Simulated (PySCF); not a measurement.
Atoms are numbered as in `[CH2:1]=[CH:2][O:3][B:4]([OH:5])[O:6][CH:7]([CH3:8])[CH3:9]`. Each H is labelled by its parent atom. Ha(C1) is cis to O3; Hb(C1) is trans to O3.

PySCF 2.14.0 with density-fitted response routines calculation with shielding tensors at KT2/pcSseg-1 (GIAO) and structure optimised with PBE0-D3(BJ)/def2-SVP; no solvent, averaged over atoms made equivalent by symmetry, fast rotation or ring inversion, a single conformation, non-relativistic Hamiltonian.

Referencing at the same level of theory: ¹³C (183.22 ppm) and ¹H (31.18 ppm) against TMS; H2O for ¹⁷O (330.66 ppm); ¹¹B (99.90 ppm) against BF3·OEt2.

| atoms | nucleus | count | δ (ppm) |
| --- | --- | --- | --- |
| Hb(C1) | ¹H | 1 | 4.23 |
| C2 | ¹³C | 1 | 144.2 |
| H(O5) | ¹H | 1 | 2.72 |
| Ha(C1) | ¹H | 1 | 5.49 |
| C1 | ¹³C | 1 | ? |
| O3 | ¹⁷O | 1 | 154.5 |
| B4 | ¹¹B | 1 | 14.9 |
| H(C8)/H(C9) | ¹H | 6 | 1.25 |
| H(C2) | ¹H | 1 | 6.12 |
| O6 | ¹⁷O | 1 | 139.8 |
| H(C7) | ¹H | 1 | ? |
| O5 | ¹⁷O | 1 | ? |
| C7 | ¹³C | 1 | 69.4 |
| C8/C9 | ¹³C | 2 | ? |

Problem. Estimate the values marked ?.

Solution. 
- C1: 93.7 ppm, β carbon of an enol-ether or enamine type C=C; the O or N lone pair pushes π density onto this β carbon and shields it
- C8/C9: 25.5 ppm, methyl carbon; a saturated carbon with 1 carbon neighbour and no heteroatom attached
- H(C7): 4.55 ppm, hydrogen on an sp3 CH bonded to O; its carbon carries O, which withdraws density
- O5: 89.4 ppm, oxygen bonded to B, H

The OH or NH signal is concentration- and solvent-dependent in practice; the value given is the gas-phase one. Shifts are as computed. Against solution values, carbons near 30 ppm lie about +2 ppm off and those near 130 ppm about -5 ppm. Of 1309 compounds with measured shifts, 239 miss one by over three times the rms of a fit or turn the order of signals round; such compounds aren't used in these exercises. Experimental scales use liquid or dissolved standards, which lie at an offset from isolated H2O (liquid H2O: subtract about 36 ppm).
